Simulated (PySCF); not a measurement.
## Shieldings and the share of exact exchange

Molecule: `[PH3+][BH2-]CCCl`, C₂H₉BClP.

Geometry:
```json
{"atom": "P1", "x (Å)": "1.752", "y (Å)": "0.424", "z (Å)": "0.401"}
{"atom": "B2", "x (Å)": "0.370", "y (Å)": "0.374", "z (Å)": "-0.981"}
{"atom": "C3", "x (Å)": "-0.866", "y (Å)": "-0.610", "z (Å)": "-0.647"}
{"atom": "C4", "x (Å)": "-1.699", "y (Å)": "-0.285", "z (Å)": "0.569"}
{"atom": "Cl5", "x (Å)": "-0.753", "y (Å)": "-0.491", "z (Å)": "2.102"}
{"atom": "H6", "x (Å)": "1.584", "y (Å)": "1.186", "z (Å)": "1.579"}
{"atom": "H7", "x (Å)": "2.956", "y (Å)": "0.990", "z (Å)": "-0.090"}
{"atom": "H8", "x (Å)": "2.251", "y (Å)": "-0.786", "z (Å)": "0.942"}
{"atom": "H9", "x (Å)": "1.049", "y (Å)": "0.012", "z (Å)": "-1.936"}
{"atom": "H10", "x (Å)": "0.087", "y (Å)": "1.566", "z (Å)": "-1.066"}
{"atom": "H11", "x (Å)": "-0.555", "y (Å)": "-1.668", "z (Å)": "-0.599"}
{"atom": "H12", "x (Å)": "-1.545", "y (Å)": "-0.544", "z (Å)": "-1.518"}
{"atom": "H13", "x (Å)": "-2.571", "y (Å)": "-0.942", "z (Å)": "0.691"}
{"atom": "H14", "x (Å)": "-2.040", "y (Å)": "0.760", "z (Å)": "0.569"}
```

GIAO shieldings (ppm, equivalent atoms averaged) in PySCF on the PBE0-D3(BJ)/def2-SVP geometry, basis pcSseg-1, gas phase, non-relativistic:

| functional | exact exchange (%) | σ(C4) | σ(Cl5) |
| --- | --- | --- | --- |
| BLYP | 0 | 110.3 | 783.7 |
| BP86 | 0 | 115.9 | 798.9 |
| PBE | 0 | 116.4 | 797.0 |
| B3LYP | 20 | 116.3 | 818.3 |
| mPW1PW91 | 25 | 122.3 | 837.1 |
| BHandHLYP | 50 | 123.9 | 861.3 |
| HF | 100 | 135.7 | 922.2 |

(1) Fit each shielding as a line in the percentage of exact exchange.

(2) What does the line predict for PBE0 (25 %), and what does the run give?

## Answers

(1) σ(C4) = 114.2 + 0.21 x (rms 2.3 ppm); σ(Cl5) = 795.1 + 1.30 x (rms 6.0 ppm). The functionals also differ in their semilocal parts, which the line can't hold; Hartree–Fock has no correlation at all.

(2) σ(C4): 119.5 predicted, 123.2 computed; σ(Cl5): 827.6 predicted, 838.0 computed ppm.
